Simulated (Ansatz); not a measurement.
Cl3GaH3P, SMILES `[PH3+][Ga-]([Cl])([Cl])[Cl]`, relaxed with RKS PBE-D4/def2-SVP in Ansatz 0.2.0 from a rough embedded geometry. The force threshold is 0.03 eV/Å; the program also tests the step.

The species carries charge 0 and has multiplicity 1.

Start:

```xyz
8

P     1.078    0.014   -0.593
Ga   -0.904    0.026    0.481
Cl   -1.594    2.090    0.568
Cl   -2.424   -1.170   -0.566
Cl   -0.683   -0.781    2.512
H     2.088   -0.599    0.269
H     1.471    1.271   -0.954
H     0.968   -0.851   -1.716
```

```csv
step,energy (eV),largest force (eV/Å),largest move (Å)
1,-99238.7512,2.481,0.000
2,-99239.2388,1.252,0.194
3,-99239.3069,0.556,0.124
4,-99239.3540,0.084,0.119
5,-99239.3553,0.022,0.014
6,-99239.3553,0.025,0.020
```

End:

```xyz
8

P     1.015   -0.038   -0.550
Ga   -1.213    0.048    0.654
Cl   -1.604    2.185    0.573
Cl   -2.391   -1.229   -0.652
Cl   -0.619   -0.779    2.576
H     2.131   -0.585    0.152
H     1.586    1.193   -0.995
H     1.095   -0.795   -1.758
```

Run time 11 s (4 threads of a server CPU on a shared host); peak host memory 0.19 GiB.
